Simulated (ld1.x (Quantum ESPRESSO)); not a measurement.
What one change does to a pseudopotential (hafnium, ultrasoft)

* Element: hafnium (Hf)
* Generator: ld1.x (Quantum ESPRESSO) 7.5
* Type: ultrasoft
* Functional: PBE
* Relativity: scalar-relativistic
* Frozen core: [Xe] 4f14
* Valence charge: 4
* Reference configuration: 5d2 6s2 6p0
* Partial waves: 6s (bound): rcut 2.90, rcutus 3.05 bohr; 6s channel at 0.85 Ry: rcut 2.90, rcutus 3.05 bohr; 6p (bound, empty): rcut 2.55, rcutus 3.00 bohr; 6p channel at 1.9 Ry: rcut 2.55, rcutus 3.00 bohr; 5d (bound): rcut 1.80, rcutus 2.05 bohr; 5d channel at 0.35 Ry: rcut 1.80, rcutus 2.05 bohr
* Local potential: all-electron potential smoothed inside 2.40 bohr (lloc = -1)
* Core correction: a·sin(br)/r model core, default radius (core density twice the valence density)
* Augmentation charge: PSQ, inside the norm-conserving radii

Change: local potential all-electron potential smoothed inside 1.95 bohr (lloc = -1).

Cutoffs: the cutoffs (Ry, on a coarse ladder) from which the occupation-weighted sum of valence levels, in a spherical-Bessel basis at the reference potential, stays within 10 and 1 mRy of its value at 400 Ry; they do not see the model core or the augmentation charge, which bear on the density cutoff. Errors are all-electron minus pseudo energies relative to the spin-unpolarised reference configuration.

Question: Predict the effect on cutoff, ghosts and configuration errors.

Answer: The potential gets softer (21 Ry and 25 Ry → 18 Ry and 25 Ry); a bound ghost appears in p, s, which as a rule spoils a file; the errors of the 7 common tests hardly move; the range in which the p phases agree widens (upper end 0.8 → 4.5). A state that the projectors do not describe sees the local part alone, so a deeper or shallower local part can create or remove a ghost.

```tsv
quantity	base	changed
cutoff, loose	21 Ry	18 Ry
cutoff, tight	25 Ry	25 Ry
bound ghosts	none	s, p
error for 5d2 6s1 6p0, meV [ΔE 7.98 eV]	-6.4	-6.4
error for 5d2 6s0 6p0, meV [ΔE 22.16 eV]	-39	-39
error for 5d1 6s0 6p0, meV [ΔE 43.95 eV]	-297	-297
error for 5d2 6s1 6p1, meV [ΔE 3.83 eV]	-7.3	-7.7
error for 5d3 6s0 6p0, meV [ΔE 9.99 eV]	-56	-57
error for 5d2.5 6s1.5 6p0, meV [ΔE 1.26 eV]	-9.5	-9.7
error for 5d2 6s0 6p2, meV [ΔE 7.86 eV]	-31	-34
s: phases at 3.29 bohr within 0.05 rad from the reference energy up to (Ry; the scan ends near 5)	3.2	2.9
p: phases at 3.29 bohr within 0.05 rad from the reference energy up to (Ry; the scan ends near 5)	0.8	4.5
d: phases at 3.29 bohr within 0.05 rad from the reference energy up to (Ry; the scan ends near 5)	to the end of the scan	to the end of the scan
lowest overlap eigenvalue by channel	s 0.38, p 0.60, d 0.96	s 0.31, p 0.59, d 0.74
```

 A true bound ghost makes a file unfit for plane-wave use even where its test errors are small: the radial tests pick states by their node count and pass the ghost by.
